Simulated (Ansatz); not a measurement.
**A geometry optimisation of CH9NOSi3 with B3LYP-D3(BJ)/def2-SVP**

The starting geometry of this gas-phase singlet was optimised with GFN2-xTB; its bonds are those of `O=C[SiH2]N[SiH2][SiH3]`.

```yaml
atoms:
  - { symbol: C, position_ang: [-0.2100, 2.2727, 1.2839] }
  - { symbol: N, position_ang: [-0.7979, -0.1892, 0.0669] }
  - { symbol: O, position_ang: [0.9498, 1.9566, 1.1750] }
  - { symbol: Si, position_ang: [-1.6361, 1.1790, 0.6465] }
  - { symbol: Si, position_ang: [0.9393, -0.5335, 0.0227] }
  - { symbol: Si, position_ang: [2.0627, 0.8697, -1.4166] }
  - { symbol: H, position_ang: [-0.4524, 3.2368, 1.7769] }
  - { symbol: H, position_ang: [-2.5251, 0.9060, 1.7810] }
  - { symbol: H, position_ang: [-2.3375, 1.9349, -0.3974] }
  - { symbol: H, position_ang: [-1.3729, -0.9294, -0.2990] }
  - { symbol: H, position_ang: [0.8969, -1.9264, -0.4805] }
  - { symbol: H, position_ang: [1.4053, -0.6477, 1.4080] }
  - { symbol: H, position_ang: [2.3270, 0.2201, -2.7116] }
  - { symbol: H, position_ang: [3.3787, 1.2574, -0.9046] }
  - { symbol: H, position_ang: [1.3468, 2.1065, -1.7575] }
```

Problem. Where would you expect an optimisation with B3LYP-D3(BJ)/def2-SVP to take it?

Solution. It keeps its bonds, and is `O=C[SiH2]N[SiH2][SiH3]`.

The energy falls by 0.21 eV over 27 steps:

```json
{"step": "1", "E − E(last) (eV)": "0.205"}
{"step": "4", "E − E(last) (eV)": "0.018"}
{"step": "7", "E − E(last) (eV)": "0.008"}
{"step": "10", "E − E(last) (eV)": "0.006"}
{"step": "13", "E − E(last) (eV)": "0.005"}
{"step": "15", "E − E(last) (eV)": "0.004"}
{"step": "18", "E − E(last) (eV)": "0.002"}
{"step": "21", "E − E(last) (eV)": "0.000"}
{"step": "24", "E − E(last) (eV)": "0.000"}
{"step": "27", "E − E(last) (eV)": "0.000"}
```

Final geometry (Å):

```xyz
15

C    -0.1802    2.3532    1.3542
N    -0.7752   -0.2804    0.2266
O     0.9871    2.0171    1.3442
Si   -1.5285    1.2462    0.5260
Si    0.9199   -0.7037   -0.0403
Si    1.9716    0.9007   -1.4045
H    -0.4659    3.3266    1.8433
H    -2.6922    1.1026    1.4497
H    -1.9992    1.9970   -0.6792
H    -1.3988   -1.0843    0.2509
H     0.8823   -2.0289   -0.7357
H     1.6824   -0.9096    1.2268
H     2.3343    0.3098   -2.7301
H     3.2116    1.4381   -0.7763
H     1.0256    2.0288   -1.6618
```

The end wasn't checked by frequencies. Run with Ansatz 0.2.0, 5.3 min on 2 threads of AMD EPYC (Zen 3), with other jobs on the host.
